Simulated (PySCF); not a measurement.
PySCF input for C3H5NOSi, SMILES C1[Si@H](N=CC=1)O, C-PCM-PBE0/def2-SVP. Coordinates come from a PBE0-D3(BJ)/def2-SVP optimisation. The structure was generated by enumeration; whether it is a known compound was not checked. One conformer was computed; it need not be the lowest.

```python
import numpy as np
from pyscf import gto, scf, dft
from pyscf.solvent import pcm

mol = gto.M(
    atom='''
    O     2.13441766    0.06364770    0.39495576
    Si    0.70477448    0.19741646   -0.43040274
    C    -0.64810066    1.25585377    0.34582488
    C    -1.70044444    0.42552262    0.46314744
    C    -1.42118291   -0.97904215    0.00897557
    N    -0.26796185   -1.29534613   -0.43728315
    H     2.09323977   -0.31579734    1.27778943
    H     1.07274080    0.61236255   -1.80599326
    H    -0.69311882    2.31012170    0.62691531
    H    -2.68882784    0.70110432    0.84795895
    H    -2.23211700   -1.72738571    0.07261673
    ''',
    basis='def2-SVP',
    charge=0,
    spin=0,
    max_memory=1600,
    verbose=3,
)
mf = dft.RKS(mol, xc='pbe0').density_fit(auxbasis='def2-universal-jkfit')
mf.grids.level = 3
mf.conv_tol = 1e-9
mf.max_cycle = 100
mf.kernel()
res = {}
for name, eps in {'water': 78.355, 'benzene': 2.2706, 'dimethylsulfoxide': 46.826}.items():
    s = mf.PCM()
    s.with_solvent.method, s.with_solvent.eps, s.with_solvent.lebedev_order = 'C-PCM', eps, 29
    s.kernel(mf.make_rdm1())
    res[name] = (s.e_tot, eps, s.dip_moment(), s.mo_energy, s.converged)
    print(f'{name}: electrostatic solvation free energy {(s.e_tot - mf.e_tot) * 627.509474:.3f} kcal/mol')
```

Program output:

```
converged SCF energy = -536.134360734382

WARN: PCM is an experimental feature. It is still in testing.
Features and APIs may be changed in the future.

converged SCF energy = -536.14576005576
Dipole moment(X, Y, Z, Debye): -2.15507,  1.59920,  2.45621
water: electrostatic solvation free energy -7.153 kcal/mol

WARN: PCM is an experimental feature. It is still in testing.
Features and APIs may be changed in the future.

converged SCF energy = -536.140434650524
Dipole moment(X, Y, Z, Debye): -1.86212,  1.40497,  2.17912
benzene: electrostatic solvation free energy -3.811 kcal/mol

WARN: PCM is an experimental feature. It is still in testing.
Features and APIs may be changed in the future.

converged SCF energy = -536.145645901759
Dipole moment(X, Y, Z, Debye): -2.14834,  1.59480,  2.44993
dimethylsulfoxide: electrostatic solvation free energy -7.082 kcal/mol
```

The calculation finished and met its thresholds.

Cost: roughly 90 core-seconds.
